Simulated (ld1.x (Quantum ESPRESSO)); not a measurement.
Au (Z = 79): one change to a PAW potential, before and after

* Element: Au (Z = 79)
* Generator: ld1.x (Quantum ESPRESSO) 7.5
* Type: PAW
* Functional: PBEsol
* Relativity: non-relativistic
* Frozen core: [Xe] 4f14
* Valence charge: 11
* Reference configuration: 5d10 6s0 6p1
* Partial waves: 6s (bound, empty): rcut 2.25, rcutus 3.15 bohr; 6s channel at 2.05 Ry: rcut 2.25, rcutus 3.15 bohr; 6p (bound): rcut 2.95, rcutus 3.85 bohr; 6p channel at 0.45 Ry: rcut 2.95, rcutus 3.85 bohr; 5d (bound): rcut 2.10, rcutus 2.40 bohr; 5d channel at -0.2 Ry: rcut 2.10, rcutus 2.40 bohr
* Local potential: all-electron potential smoothed inside 3.55 bohr (lloc = -1)
* Core correction: a·sin(br)/r model core, default radius (ld1.x builds one for every PAW set, though the input has nlcc=.false.)
* Augmentation charge: BESSEL, radius 2.30 bohr

Change: waves 6p (bound): rcut 2.76, rcutus 2.92 bohr; 6p channel at 0.45 Ry: rcut 2.76, rcutus 2.92 bohr.

Cutoffs: the cutoffs (Ry, on a coarse ladder) from which the occupation-weighted sum of valence levels, in a spherical-Bessel basis at the reference potential, stays within 10 and 1 mRy of its value at 400 Ry; they do not see the model core or the augmentation charge, which bear on the density cutoff. Errors are all-electron minus pseudo energies relative to the spin-unpolarised reference configuration.

**Question.** Predict the effect on cutoff, ghosts and configuration errors.

**Answer.** The potential gets neither clearly harder nor softer (18 Ry and 30 Ry → 18 Ry and 30 Ry); of the 6 tests that both files solve, the error grows in 0 and shrinks in 2 by more than 15 % and 0.3 meV (median size 45.5 → 39.7 meV); neither file shows a bound ghost at the reference potential, the only one tested.

| quantity | base | changed |
| --- | --- | --- |
| cutoff, loose | 18 Ry | 18 Ry |
| cutoff, tight | 30 Ry | 30 Ry |
| bound ghosts | none | none |
| tests counted (converged, no solver errors) | 6 of 7 | 6 of 7 |
| error for 5d10 6s1 6p0, meV [ΔE -3.51 eV] | -0.4 | +0.3 |
| error for 5d10 6s0 6p0, meV [ΔE 3.76 eV] | +1.5 | +0.6 |
| error for 5d9 6s0 6p0, meV [ΔE 25.63 eV] | -78 | -73 |
| error for 5d9 6s1 6p0, meV [ΔE 9.94 eV] | -50 | -45 |
| error for 5d8 6s0 6p0, meV [ΔE 60.44 eV] | -388 | -379 |
| error for 5d9 6s2 6p0, meV [ΔE 1.36 eV] | -41 | -34 |
| lowest overlap eigenvalue by channel | s 0.62, p 0.62, d 0.67 | s 0.62, p 0.55, d 0.67 |

Base: Tests not counted: 5d7 6s0 6p0 (solver errors, printed error -438 eV). Changed file: Tests not counted: 5d7 6s0 6p0 (solver errors, printed error -438 eV).
